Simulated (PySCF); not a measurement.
C3H14Si3, SMILES [SiH3]C[C@H]([SiH2][SiH3])C.

The structure is a stationary point at PBE0-D3(BJ)/def2-SVP. The structure was generated by enumeration; whether it is a known compound was not checked. One conformer was computed; it need not be the lowest.

Method: TDA-PBE/def2-SVPD in PySCF 2.14.0.

Vertical excitations. The molecule is in vacuum.

| state | energy (eV) | λ (nm) | f | main pairs |
|---|---|---|---|---|
| S1 | 6.34 | 196 | 0.004 | HOMO→LUMO 85 % |
| S2 | 6.56 | 189 | 0.005 | HOMO→LUMO+1 71 %, HOMO−1→LUMO+1 12 %, HOMO−1→LUMO 11 % |
| S3 | 6.59 | 188 | 0.025 | HOMO−1→LUMO 65 %, HOMO→LUMO+2 13 %, HOMO→LUMO+1 10 % |
| S4 | 6.71 | 185 | 0.059 | HOMO→LUMO+3 52 %, HOMO→LUMO+2 28 %, HOMO−1→LUMO 11 % |
| S5 | 6.82 | 182 | 0.046 | HOMO−2→LUMO 46 %, HOMO→LUMO+2 22 %, HOMO→LUMO+3 17 % |
| S6 | 6.88 | 180 | 0.072 | HOMO−2→LUMO 51 %, HOMO→LUMO+2 17 %, HOMO→LUMO+3 14 % |
| T1 | 5.81 | 213 | 0 | HOMO→LUMO 91 % |
| T2 | 6.07 | 204 | 0 | HOMO→LUMO+1 77 %, HOMO−1→LUMO+1 16 % |
Triplets are in the Tamm–Dancoff approximation.
